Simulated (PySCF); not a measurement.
Structure elucidation problem

The spectra below were simulated for a compound C₃H₆BF₃N₂S.

$^{1}$H NMR (600 MHz, computed): δ 3.69 (s, 4H), 2.13 (br s, 2H).

$^{13}$C{$^{1}$H} NMR (computed): δ 139.4 (C), 48.5 (CH2, 2C).

Relativity neglected, equivalent nuclei averaged, no solvent, a single conformation. PBE0-D3(BJ)/def2-SVP structure; GIAO KT2/pcSseg-1 shieldings; PySCF 2.14.0 with density-fitted response routines.

Referencing at the same level of theory: $^{1}$H and $^{13}$C vs TMS.

**Question.** Propose a structure and justify it.

**Answer.** 
1. 2 carbon signals for 3 carbons: some carbons are equivalent by symmetry or fast rotation.
2. Carbon types of the structure: 1 × C, 2 × CH2, leaving 2 H on heteroatoms.
3. δC 139.4: CF3 carbon; 3 electronegative neighbours deshield it.
4. δC 48.5: sp3 CH2 bonded to N; the inductive effect lowers its shielding.
5. δH 3.69: hydrogen on an sp3 CH2 bonded to N; its carbon carries N, an electronegative neighbour.
6. δH 2.13: hydrogen on a nitrogen bonded to C, B, in a 5-membered ring; exchangeable; this is the value without hydrogen bonding to other molecules.

These data were computed for SMILES FC(F)(F)SB1NCCN1.

The data come from this structure; uniqueness wasn't tested.

OH/NH shifts are gas-phase values; hydrogen bonding in solution moves them, usually downfield. Splittings by $^{19}$F in the carbon and heteronuclear signals aren't shown, as no couplings were computed. Shifts are as computed. Against solution values, carbons near 30 ppm lie about +2 ppm off and those near 130 ppm about -5 ppm. Of 1309 compounds with measured shifts, 239 miss one by over three times the rms of a fit or turn the order of signals round; such compounds aren't used in these exercises.
